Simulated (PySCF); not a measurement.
C₃H₄ClNSi, SMILES Cl[Si@@H]1C=CN=C1.

The structure is a stationary point at PBE0-D3(BJ)/def2-SVP. The structure was generated by enumeration; whether it is a known compound was not checked.

Two levels are set side by side: PBE/def2-TZVP (PySCF) and CAM-B3LYP/def2-TZVP (PySCF). Same geometry, gas phase. Differences are taken from unrounded values.

| quantity | CAM-B3LYP | PBE | PBE minus CAM-B3LYP |
|---|---|---|---|
| orbital gap (eV) | 7.51 | 2.59 | -4.92 |
| highest occupied level (eV) | -8.81 | -6.02 | 2.79 |
| lowest empty level (eV) | -1.30 | -3.43 | -2.13 |
| dipole moment (D) | 1.29 | 1.16 | -0.13 |
| mean polarisability (bohr³) | 72.0 | 75.5 | 3.5 |

Without exact exchange PBE keeps part of each electron's self-repulsion, which lifts occupied levels and narrows the gap. PBE's more diffuse valence density responds more strongly to a field. Differences between two approximate levels are no errors against the true value.

Rough cost on one machine, each run with all the roots and properties that it gave: CAM-B3LYP against PBE within a factor of 2.
